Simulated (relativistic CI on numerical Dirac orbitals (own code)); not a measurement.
Transition arrays of As¹⁴⁺

These numbers are calculated, not measured: Dirac-Coulomb-Breit CI, orbitals from a KLI potential per configuration, model QED (radiative potential, 1s self-energy scaled to tabulated hydrogen-like ionisation energies), valence Slater integrals scaled by 0.9, whole transition arrays (own radial code, finite nucleus).

Configurations in the expansion (outside the closed core [Ne] 3s2): 3p6 3d, 3p6 4f, 3p5 3d2, 3p6 4p, 3p6 5f. Levels of other configurations are missing.

All E1 lines from the levels of 3p6 3d; mean and standard deviation are weighted by gf, and upper levels are sorted by their leading configuration.

| Upper configuration | Lines | Σgf | Mean (eV) | Mean (nm) | σ (eV) | Strongest line (nm) |
| --- | --- | --- | --- | --- | --- | --- |
| 3p6 4f | 3 | 8.0 | 260.76 | 4.755 | 0.53 | 4.763 |
| 3p5 3d2 | 60 | 23.6 | 112.46 | 11.025 | 5.76 | 10.679 |
| 3p6 4p | 3 | 0.4 | 200.72 | 6.177 | 0.53 | 6.170 |
| 3p6 5f | 3 | 2.5 | 332.57 | 3.728 | 0.54 | 3.733 |

Σgf per state of the lower configuration in bins of 0.2 nm over the central range (centre: value): 3.7: 0.25, 4.7: 0.80, 6.1: 0.04, 10.5: 0.40, 10.7: 1.00, 10.9: 0.17, 11.5: 0.41, 11.7: 0.31.

Task: How do configuration mixing and the scaling of the Slater integrals move the arrays?

Result: Slater scale 0.9, no configuration mixing: 3p6 4f 260.4 ± 0.5 eV (Σgf 6.9), 3p5 3d2 112.4 ± 5.7 eV (Σgf 24.1), 3p6 4p 200.6 ± 0.5 eV (Σgf 0.5), 3p6 5f 332.4 ± 0.5 eV (Σgf 2.0); Slater scale 1: 3p6 4f 260.8 ± 0.5 eV (Σgf 8.1), 3p5 3d2 115.0 ± 6.3 eV (Σgf 24.0), 3p6 4p 200.7 ± 0.5 eV (Σgf 0.3), 3p6 5f 332.6 ± 0.5 eV (Σgf 2.5); Slater scale 0.8: 3p6 4f 260.7 ± 0.5 eV (Σgf 7.9), 3p5 3d2 109.9 ± 5.3 eV (Σgf 23.1), 3p6 4p 200.7 ± 0.5 eV (Σgf 0.4), 3p6 5f 332.5 ± 0.5 eV (Σgf 2.4). With mixing, levels are counted to their leading configuration, so an array can shrink or vanish into another, and the sums then hold other lines.
